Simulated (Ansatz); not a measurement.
```xyz
16

C    -1.6755    0.7376   -1.2251
Hf   -0.0595    0.1227    0.1731
C    -0.1452   -2.0716    0.5380
C     1.9190    0.4964   -0.7784
N    -0.1458    1.1171    1.9382
H    -1.2579    1.1627   -2.1475
H    -2.2992   -0.1175   -1.5170
H    -2.3466    1.4936   -0.7980
H     0.2137   -2.6214   -0.3425
H    -1.1716   -2.4085    0.7320
H     0.4647   -2.3945    1.3898
H     2.0113   -0.0748   -1.7120
H     2.0652    1.5540   -1.0295
H     2.7578    0.2013   -0.1366
H     0.4418    0.9279    2.7396
H    -0.7720    1.8750    2.1758
```

Charge 0, multiplicity 1. Hf takes the def2 core potential.

Task: List the CAM-B3LYP/def2-TZVPP orbital energies in eV (Ansatz 0.2.0). (Estimate.)

Result: Computed: Occupied: -390.63, -277.54, -277.45, -277.42, -68.97, -37.39, -37.23, -37.17, -24.38, -20.23, -20.02, -19.94, -14.78, -12.43, -12.38, -12.32, -12.10, -12.03, -12.00, -11.90, -9.42, -9.10, -8.62, -8.49. Lowest empty: 0.70, 0.77, 1.05, 1.43, 1.55, 2.08, 2.38, 2.69.
